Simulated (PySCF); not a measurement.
# Dipole moment and polarisability of `C[Se]/C=C\F`

Species: C3H5FSe.
Cartesian coordinates in Å at the PBE0-D3(BJ)/def2-SVP level; atoms count from 1:
```
atom  x, y, z in Å
C1    -2.0336   -0.1832   -0.0107
Se2   -0.5207    0.9191   -0.5233
C3     0.8269   -0.2353    0.1188
C4     2.1283    0.0106   -0.0159
F5     2.5780    1.1028   -0.6328
H6    -2.0031   -1.1518   -0.5271
H7    -2.9348    0.3611   -0.3237
H8    -2.0622   -0.3262    1.0777
H9     0.5130   -1.1474    0.6313
H10    2.9255   -0.6400    0.3537
```

Level: wB97X-D/def2-SVPD (PySCF), static field, nuclei fixed, core orbitals frozen in the response. The polarisability tensor in these axes (au):

```
x   92.24 -0.61  1.00
y   -0.61 59.04 -4.81
z    1.00 -4.81 52.65
```

Problem. Diagonalise the tensor; give its mean and Δα, where Δα² is half the sum of the squared differences of the eigenvalues.

Solution. Principal values 50.06, 61.59 and 92.28 au; mean 67.98 au = 10.07 Å³ = 11.21 × 10⁻⁴⁰ C²·m²/J; Δα = 37.80 au (56 % of the mean).

Problem. What is the dipole moment, and where does it point?

Solution. (-1.30, -2.14, 1.13) D, 2.74 D in size, pointing from the negative to the positive side. Measured along this direction, the outermost atoms are F5 at the negative end and H8 and H6 at the positive end.

Problem. What depolarisation ratio follows for Rayleigh scattering of linearly polarised light, taking the static tensor?

Solution. ρ = 3Δα²/(45ᾱ² + 4Δα²) = 4286.9/(207950 + 5715.9) = 0.0201.

Problem. Molar refractivity from α?

Solution. Lorentz–Lorenz: R = (4π/3)N_A α = 2.5225 cm³/(mol·Å³) × 10.07 Å³ = 25.4 cm³/mol, in the limit of long wavelengths.

Problem. Give the principal axes and the span of the nuclei along them.

Solution. Largest value along (1.00, -0.02, 0.03), where the nuclei span 5.90 Å; middle along (0.03, 0.88, -0.47), 2.65 Å; least along (-0.01, 0.47, 0.88), 1.81 Å. The response follows the extents in order.

Problem. Find the Langevin capture rate constant for NO+ (29.998 u) meeting this molecule (139.954 u), k = 2.342 × 10⁻⁹ cm³/s × √(α in Å³ / reduced mass in u).

Solution. The reduced mass is 24.70 u, so k = 1.50 × 10⁻⁹ cm³/s. The formula leaves out the permanent dipole, which adds to the capture rate.

Problem. Sum over states: ᾱ = Σ f/ω², ω in Eh. What share falls to these 10 lowest TDDFT singlets (eV, f)? 4.81, 0.0009; 5.56, 0.0094; 5.70, 0.2457; 6.05, 0.0007; 6.65, 0.0533; 6.84, 0.0321; 7.09, 0.0222; 7.52, 0.0057; 7.93, 0.0186; 7.93, 0.0167.

Solution. They add up to 8.09 au, 11.9 % of the 67.98 au; the largest single term is 5.60 au, from the state at 5.70 eV. Terms in order: 0.03, 0.23, 5.60, 0.01, 0.89, 0.51, 0.33, 0.08, 0.22, 0.20 au. Higher excitations give the rest. The strengths listed sum to 0.405.

Geometry: PBE0-D3(BJ)/def2-SVP, one conformer, isolated molecule. The calculation is non-relativistic, for selenium too.

Note: wB97X-D ran without an empirical dispersion term, which enters the total energy and its gradient alone.
